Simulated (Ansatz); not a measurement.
Input file:

```yaml
crystal:
  periodic: [false, false, false]
  atoms:
    - { symbol: Si, position_ang: [-0.77184, 0.365253, -0.290752] }
    - { symbol: Cl, position_ang: [2.152934, -1.294325, 0.475632] }
    - { symbol: Cl, position_ang: [-0.80443, -1.446884, -1.308172] }
    - { symbol: Cl, position_ang: [-2.200167, 0.33577, 1.23273] }
    - { symbol: H, position_ang: [-1.122082, 1.437485, -1.271765] }
    - { symbol: H, position_ang: [2.242936, -0.02995, 0.827] }
    - { symbol: H, position_ang: [0.502548, 0.63275, 0.335327] }
basis:
  gaussian: { orbitals: def2-SVP }
hamiltonian:
  xc: blyp
relax:
  f_tol: 0.03
  max_steps: 50
```

Command:

```bash
$ ansatz run input.yaml --threads 2 --pin off --max-ram 3072MiB --backend cpu --events-out ev --progress --plain --runs-dir out
```

Hardware: 2 threads of Arm Neoverse V1 (shared host).

Q: Roughly how long does this run take, and how much memory?

A: 25 s, with a peak of 0.12 GiB, for 20 ionic steps.
